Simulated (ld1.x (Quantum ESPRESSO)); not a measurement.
Cu: one change to a TM semilocal potential, before and after

| Property | Result |
| --- | --- |
| Element | Cu |
| Generator | ld1.x (Quantum ESPRESSO) 7.5 |
| Type | norm-conserving Troullier–Martins (semilocal form) |
| Functional | LDA (PZ) |
| Relativity | scalar-relativistic |
| Frozen core | [Ar] |
| Valence charge | 11 |
| Reference configuration | 3d8 4s0 4p0 (charge +3) |
| Partial waves | 4p (bound, empty): rc 1.50 bohr; 3d (bound): rc 1.05 bohr; 4s (bound, empty): rc 1.45 bohr |
| Local potential | the s channel |
| Core correction | none |

Change: core correction a·sin(br)/r model core inside 1.08 bohr.

Cutoffs: the cutoffs (Ry, on a coarse ladder) from which the occupation-weighted sum of valence levels, in a spherical-Bessel basis at the reference potential, stays within 10 and 1 mRy of its value at 400 Ry; they do not see the model core or the augmentation charge, which bear on the density cutoff. Errors are all-electron minus pseudo energies relative to the spin-unpolarised reference configuration.

**Question.** Predict the effect on cutoff, ghosts and configuration errors.

**Answer.** Of the 9 tests that both files solve, the error grows in 8 and shrinks in 1 by more than 15 % and 0.3 meV (median size 167.7 → 370.3 meV); neither file shows a bound ghost. A semilocal file is local in each channel, so a ghost entry of none says nothing of the separable form that plane-wave codes build from it. A model core, the more so a compact one, raises the density cutoff, which this test does not measure.

| quantity | base | changed |
| --- | --- | --- |
| cutoff, loose | 200 Ry | 200 Ry |
| cutoff, tight | over 300 Ry | over 300 Ry |
| bound ghosts | none | none |
| error for 3d10 4s1 4p0, meV [ΔE -69.49 eV] | -65 | -336 |
| error for 3d10 4s0 4p0, meV [ΔE -61.05 eV] | -302 | -529 |
| error for 3d9 4s0 4p0, meV [ΔE -39.36 eV] | -126 | -203 |
| error for 3d10 4s0.5 4p0, meV [ΔE -66.18 eV] | -170 | -422 |
| error for 3d10 4s0 4p1, meV [ΔE -65.23 eV] | -168 | -403 |
| error for 3d7 4s0 4p0, meV [ΔE 60.03 eV] | -257 | -370 |
| error for 3d9 4s1 4p0, meV [ΔE -57.58 eV] | +44 | -103 |
| error for 3d8 4s0 4p0 (spin-polarised), meV [ΔE -1.07 eV] | +867 | +392 |
| error for 3d10 4s1 4p0 (spin-polarised), meV [ΔE -69.67 eV] | -57 | -333 |
| s: phases at 1.65 bohr within 0.05 rad from the reference energy up to (Ry; the scan ends near 5) | -1.4 | -1.4 |
| p: phases at 1.65 bohr within 0.05 rad from the reference energy up to (Ry; the scan ends near 5) | -1.1 | -1.1 |
| d: phases at 1.65 bohr within 0.05 rad from the reference energy up to (Ry; the scan ends near 5) | 0.7 | 0.7 |
